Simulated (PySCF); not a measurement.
# Two-component Hartree-Fock for Ag³⁺ (silver, charge +3)

Start: [Kr] 4d7 5s1; 4d3/2 filled at m_j = +1/2, +3/2; 4d5/2 filled at m_j = -3/2, -1/2, +1/2, +3/2, +5/2; 5s1/2 filled at m_j = +1/2. Calculated with PySCF 2.14 in x2c-TZVPall-2c with one added diffuse shell each of s, p, d type (9s10p8d1f, 86 functions): generalised Hartree-Fock with the X2C-1e Hamiltonian and a Gaussian nucleus; one run each with spin-orbit coupling (SO) switched off, then screened by Boettger's factors. This is a chosen level, not necessarily the ground level.

| spinor shell | electrons | ε, spin-free (eV) | ε, screened SO (eV) | weight of nominal j (screened SO) | rms radius, screened SO (bohr) |
| --- | --- | --- | --- | --- | --- |
| 1s1/2 | 2 | -25692.4 | -25690.3 | 1.000 | 0.0357 |
| 2s1/2 | 2 | -3909.3 | -3908.7 | 1.000 | 0.146 |
| 2p1/2 | 2 | -3504.4 | -3625.9 | 1.000 | 0.127 |
| 3s1/2 | 2 | -791.91 | -791.69 | 1.000 | 0.392 |
| 3p1/2 | 2 | -655.55 | -677.73 | 1.000 | 0.387 |
| 3p3/2 | 4 | -655.55 | -645.15 | 1.000 | 0.397 |
| 3d3/2 | 4 | -440.96 | -445.06 | 0.991 | 0.374 |
| 3d5/2 | 6 | -440.96 | -437.96 | 0.994 | 0.377 |
| 4s1/2 | 2 | -161.10 | -161.03 | 1.000 | 0.963 |
| 4p1/2 | 2 | -118.09 | -124.47 | 0.853 | 1.04 |
| 4p3/2 | 4 | -118.09 | -114.97 | 0.926 | 1.06 |
| 4d5/2 | 5 | -57.713 | -58.653 | 0.526 | 1.30 |
| 4d3/2 | 2 | -57.713 | -55.431 | 0.608 | 1.31 |
| 5s1/2 | 1 | -36.775 | -36.762 | 1.000 | 2.58 |

Question: Where does 2p3/2 lie, and what is the 2p spin-orbit splitting (screened SO)?

Answer: At -3448.2 eV, 177.65 eV above 2p1/2.

| quantity | spin-free | screened SO |
| --- | --- | --- |
| E (hartree) | -5309.71767 | -5310.71779 |
| M_J | 5 | 5 |
| ⟨J²⟩ | 30.005 | 30.006 |
| ⟨L²⟩ | 12.005 | 12.216 |
| ⟨S²⟩ | 6.001 | 5.915 |

Each row is a mean over spinors that exchange with the open shell spreads, by up to 10.667 eV (4p3/2).

Rows whose weight is well below 1 are mixtures of j = l ± 1/2: exchange outweighs spin-orbit coupling there, and the label is only the starting occupation.

Breit and QED terms are absent; they matter most for the inner s and p1/2 levels.

Densities and radii are taken from the X2C orbitals without a picture-change correction, which distorts them close to the nucleus.

Without spin-orbit coupling the j labels of p, d and f shells carry no meaning; the spin-free column gives the mean over the occupied spinors of each nl shell.
